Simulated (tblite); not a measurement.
Compound: C₅H₁₁NP (charge +1).
Z-matrix (Å and degrees, GFN2-xTB geometry), rows numbered from 1:
```
C 
P   1  1.8030
C   2  1.8016  1  111.07
C   2  1.8253  1  109.05  3   124.02
C   4  1.5388  2  112.39  1  -173.34
C   5  1.4438  4  109.04  2   -40.75
N   6  1.1423  5  174.56  4    28.96
H   1  1.0905  2  110.17  3   179.89
H   1  1.0909  2  109.90  3   -59.79
H   1  1.0904  2  109.61  3    59.95
H   2  1.3766  1  107.82  3  -118.29
H   3  1.0916  2  109.87  1    64.79
H   3  1.0906  2  109.19  1   -54.65
H   3  1.0903  2  110.25  1  -173.98
H   4  1.0954  2  107.09  1    65.21
H   4  1.0951  2  108.27  1   -50.81
H   5  1.0936  4  111.37  2    78.91
H   5  1.0924  4  110.48  2  -161.29
```

Structure optimised with GFN2-xTB, isolated species.

Masses are those of the commonest isotopes; rigid-rotor values at the optimised geometry. The values belong to one conformer with, in the numbering `[CH3:1][PH+:2]([CH3:3])[CH2:4][CH2:5][C:6]#[N:7]`, C1–P2–C4–C5 -173°, P2–C4–C5–C6 -41°.

Task: What are A, B and C (GHz)?

Result: Ia = 144.86, Ib = 354.84, Ic = 398.36 u·Å²; 505379 MHz·u·Å²/I gives 3489, 1424 and 1269 MHz, that is A = 3.4887, B = 1.4242, C = 1.2686 GHz.

Task: What kind of rotor is it?

Result: An asymmetric top. Ray's parameter κ = (2B − A − C)/(A − C) = -0.860; −1 is the prolate and +1 the oblate limit.

Task: Is it planar, by Δ = Ic − Ia − Ib?

Result: Not planar: Δ = Ic − Ia − Ib = -101.34 u·Å². For a rigid frame Δ = −2 Σ m c², so Σ m c² = 50.67 u·Å² lies off the ab plane: 15.62 from hydrogen and 35.05 from heavier atoms. The atom farthest from that plane is 2.02 Å away.

Task: Give the other two planar moments, Paa and Pbb, and the rms extents of the mass along the axes.

Result: Paa = Σ m a² = (Ib + Ic − Ia)/2 = 304.17 and Pbb = Σ m b² = (Ia + Ic − Ib)/2 = 94.19 u·Å². With the mass M = 116.06 u, the rms extents √(P/M) along a, b and c are 1.62, 0.90, 0.66 Å.

Task: List the rotational levels J(Ka,Kc) to J = 3 (cm⁻¹).

Result: Above 0(0,0):
J = 1: 1(0,1) 0.0898, 1(1,1) 0.1587, 1(1,0) 0.1639
J = 2: 2(0,2) 0.2692, 2(1,2) 0.3331, 2(1,1) 0.3487, 2(2,1) 0.5553, 2(2,0) 0.5556
J = 3: 3(0,3) 0.5375, 3(1,3) 0.5947, 3(1,2) 0.6258, 3(2,2) 0.8248, 3(2,1) 0.8262, 3(3,1) 1.1822, 3(3,0) 1.1822

Task: Estimate the classical rotational partition function at 25 K, 200 K and 298.15 K.

Result: Point group C1, symmetry number σ = 1; q = (√π/σ)·√((kT/h)³/(ABC)), k/h = 20836.6 MHz/K: 8390 at 25 K, 190000 at 200 K, 346000 at 298.15 K.

Its GFN2-xTB frequencies are all real (lowest 58 cm⁻¹). These are rigid-rotor constants of the computed structure; measured ground-state constants (B0) also hold zero-point vibration.
